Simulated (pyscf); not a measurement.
PySCF, gas phase, ωB97X-D3(BJ)/def2-SVP geometries. MP2 and CC: frozen core, UHF for open shells. ΔMP2 is the change of the MP2 total energy from the triple- to the quadruple-zeta basis. Singlets are restricted, triplets unrestricted.

Singlet (Å):
```xyz
2

F      0.5734    -0.2206    -0.3986
Ga     1.8329     1.0352    -0.4125
```

Triplet (Å):
```xyz
2

F      1.4608    -2.1536    -0.4520
Ga     0.4186    -1.1595    -1.4769
```

Problem. For these two minima of `[F][Ga]`, which spin state lies lower at CCSD(T)/def2-TZVPP + ΔMP2(QZVPP), and by how much (electronic energies)?

Solution. The singlet, by 4.04 eV. Zero-point energy shifts E(triplet) − E(singlet) by 0.00 eV. 

E(triplet) − E(singlet) by level (eV):

| level | gap |
|---|---|
| ωB97X-D3(BJ)/def2-TZVP | +4.03 |
| PBE/def2-TZVP | +3.98 |
| r²SCAN/def2-TZVP | +3.76 |
| B3LYP-D3(BJ)/def2-TZVP | +4.12 |
| PBE0-D3(BJ)/def2-TZVP | +3.84 |
| M06-2X/def2-TZVP | +3.87 |
| ωB97M-D3(BJ)/def2-TZVP | +4.10 |
| HF/def2-TZVP | +2.91 |
| MP2/def2-QZVPP | +3.90 |
| CCSD/def2-TZVPP | +3.79 |
| CCSD(T)/def2-TZVPP | +3.83 |
| CCSD(T)/def2-TZVPP + ΔMP2(QZVPP) | +4.04 |

The triplet is the lowest one reached from the SCF start used. The CCSD(T) − MP2 part came from Ansatz, without density fitting, on the same reference. The frozen core leaves the outer d or s,p core shells of the metals and heavy elements correlated in the MP2 and CC values, and def2-TZVPP describes them poorly, which can shift differences by a few kcal/mol. The term symbol of open-shell F–Ga was not checked; spin-orbit terms are left out. Elements up to Kr have no core potential and no relativistic terms here.
